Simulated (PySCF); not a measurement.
Species: C4H6F5P.
Atom-mapped SMILES: `[CH3:1][P:2]([CH3:3])[C:4]([F:5])([F:6])[C:7]([F:8])([F:9])[F:10]` (hydrogens: H11, H12, H13 on C1; H14, H15, H16 on C3)

Cartesian coordinates in Å at the PBE0-D3(BJ)/def2-SVP level; atoms count from 1:
```xyz
16
C4H6F5P angstrom
C     -1.7370   -0.9383    0.8333
P     -0.6131    0.5216    0.7181
C     -1.0550    1.1487   -0.9598
C      0.9206   -0.4926    0.2456
F      1.1592   -1.3810    1.2353
F      0.7515   -1.1968   -0.8971
C      2.2031    0.3374    0.0679
F      2.4681    1.0183    1.1741
F      3.2363   -0.4451   -0.2062
F      2.0526    1.2031   -0.9346
H     -1.6975   -1.5705   -0.0662
H     -2.7646   -0.5731    0.9766
H     -1.4607   -1.5370    1.7129
H     -0.3955    1.9836   -1.2341
H     -2.0855    1.5323   -0.9149
H     -0.9926    0.3653   -1.7292
```

Computed with PySCF at B3LYP/def2-SVPD, non-relativistic, on one gas-phase PBE0-D3(BJ)/def2-SVP geometry that isn't relaxed in the solvent. The solvent is an IEF-PCM continuum (Bondi radii, 1.10 Å for H, scaled by 1.2), and excitations are vertical TDDFT with non-equilibrium linear response and a frozen core. Only the electrostatic response of the medium enters.

Gas-phase singlets (H = HOMO, L = LUMO):

```json
{"state": "S1", "E (eV)": "6.405", "λ (nm)": "194", "f": "0.076", "leading configuration": "H→L 94%"}
{"state": "S2", "E (eV)": "6.514", "λ (nm)": "190", "f": "0.055", "leading configuration": "H→L+1 93%"}
{"state": "S3", "E (eV)": "7.058", "λ (nm)": "176", "f": "0.032", "leading configuration": "H→L+2 94%"}
{"state": "S4", "E (eV)": "7.548", "λ (nm)": "164", "f": "0.039", "leading configuration": "H→L+4 61%"}
{"state": "S5", "E (eV)": "7.674", "λ (nm)": "162", "f": "0.008", "leading configuration": "H→L+3 58%"}
```

Task: What are the lowest 5 singlets in chloroform (ε = 4.711)?

Result: 
| state | E (eV) | λ (nm) | f | leading configuration | change by rank (eV) |
| --- | --- | --- | --- | --- | --- |
| S1 | 6.392 | 194 | 0.104 | H→L 88% | -0.013 |
| S2 | 6.517 | 190 | 0.083 | H→L+1 87% | +0.003 |
| S3 | 7.013 | 177 | 0.039 | H→L+2 95% | -0.045 |
| S4 | 7.467 | 166 | 0.053 | H→L+4 58% | -0.081 |
| S5 | 7.663 | 162 | 0.008 | H→L+3 53% | -0.011 |

Task: How do the frontier levels move from gas to chloroform?

Result: 
```csv
orbital,gas (eV),solvent (eV),change (eV),"Löwdin shares, gas","Löwdin shares, solvent"
LUMO+2,0.60,0.68,+0.08,"P2 20 %, C3 12 %, C7 9 %, C4 8 %","P2 15 %, C7 14 %, F8 11 %, F10 10 %"
LUMO+1,0.14,0.31,+0.17,"P2 24 %, C1 17 %, F5 9 %, C3 7 %","P2 23 %, C1 17 %, F5 10 %, C4 7 %"
LUMO,-0.05,0.15,+0.20,"P2 29 %, C3 14 %, C1 9 %, C4 8 %","P2 31 %, C3 14 %, C4 10 %, F6 8 %"
HOMO,-7.24,-7.10,+0.14,"P2 60 %, C3 10 %, C1 10 %, C4 7 %","P2 60 %, C3 10 %, C1 10 %, C4 6 %"
HOMO-1,-9.37,-9.24,+0.13,"C4 20 %, P2 17 %, F5 14 %, F6 10 %","C4 20 %, P2 17 %, F5 12 %, C1 10 %"
HOMO-2,-9.84,-9.56,+0.28,"C3 28 %, C1 24 %, P2 22 %, H14 8 %","C3 28 %, C1 23 %, P2 22 %, H14 8 %"
HOMO-3,-11.26,-11.03,+0.23,"C1 18 %, F6 14 %, F5 11 %, H12 10 %","C1 29 %, C3 16 %, H12 15 %, H15 7 %"
```

The HOMO–LUMO gap goes from 7.19 to 7.25 eV. Rows go by rank; for HOMO-3 and LUMO+2 the atom shares or the degeneracy differ between the runs, so the row needn't follow one orbital.

The run took 75 s wall on one thread, Arm Neoverse V1 (aarch64) (shared host), and the process peaked at 1.1 GiB of memory. This is the whole response run at B3LYP/def2-SVPD in chloroform, SCF included.
